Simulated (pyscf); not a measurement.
A first-order saddle from PySCF, ωB97X-D3(BJ)/def2-SVP:

```xyz
9

Ge     0.4611     0.6193    -1.1221
H     -0.3500     0.2215     0.4346
H      1.6332     1.5802    -0.8497
H     -0.5552     1.2906    -2.0643
H      0.9886    -0.6778    -1.7631
Ge    -1.1605    -0.1754     1.9912
H     -2.2377    -1.2471     1.7414
H     -0.1124    -0.7110     2.9842
H     -1.8140     1.0981     2.5593
```
Charge 0, spin multiplicity 2.

Surface: doublet, charge 0. Lowest wavenumbers (cm⁻¹): 1189i, 23, 130, 130, 168.

**Question.** What reaction is this the transition state of?

**Answer.** GeH₄ (SMILES [GeH4]) + GeH₃• (SMILES [GeH3]) ⇌ GeH₃• (SMILES [GeH3]) + GeH₄ (SMILES [GeH4]), a hydrogen abstraction read from left to right: Ge–H broken and Ge–H formed. At ωB97M-D3(BJ)/def2-TZVP it lies +7.3 kcal/mol from the left side and +7.3 kcal/mol from the right (each side as separated species at their lowest minima found). This is the saddle that the search found; another between the same sides may lie lower. The angle at the transferred H is 180°. Elements up to Kr have no core potential and no relativistic terms here.
